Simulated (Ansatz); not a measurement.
Start from `[CH3][AlH][SiH2]C` and change one element to get `CB[SiH2]C`.

Ansatz, PBE0-D4/def2-TZVP geometries, multiplicity 1. Each molecule was computed in one conformer, which needn't be the lowest.

| property | `[CH3][AlH][SiH2]C` |
| --- | --- |
| HOMO–LUMO gap (ωB97M-V/def2-TZVPP) / eV | 9.04 |
| HOMO–LUMO gap (PBE/def2-TZVPP) / eV | 3.61 |
| LUMO energy (PBE0/def2-TZVPP) / eV | -1.60 |
| LUMO energy (B3LYP/def2-TZVPP) / eV | -1.79 |
| LUMO energy (ωB97M-V/def2-TZVPP) / eV | 0.01 |
| LUMO energy (PBE/def2-TZVPP) / eV | -2.35 |

(1) What does the change do to each property? (Estimate.)

Answers

(1) The calculation gave: 
```tsv
property	`CB[SiH2]C`	shift
HOMO–LUMO gap (ωB97M-V/def2-TZVPP) / eV	10.05	1.01
HOMO–LUMO gap (PBE/def2-TZVPP) / eV	3.74	0.13
LUMO energy (PBE0/def2-TZVPP) / eV	-1.67	-0.07
LUMO energy (B3LYP/def2-TZVPP) / eV	-1.87	-0.08
LUMO energy (ωB97M-V/def2-TZVPP) / eV	0.28	0.27
LUMO energy (PBE/def2-TZVPP) / eV	-2.65	-0.30
```

With PBE0 the HOMO falls by 0.58 eV and the LUMO falls by 0.07 eV, so the gap widens by about 0.51 eV. PBE moves the HOMO by -0.43 eV and ωB97M-V by -0.74 eV.

B3LYP here is the variant with VWN-RPA as its local correlation; programs differ in this.
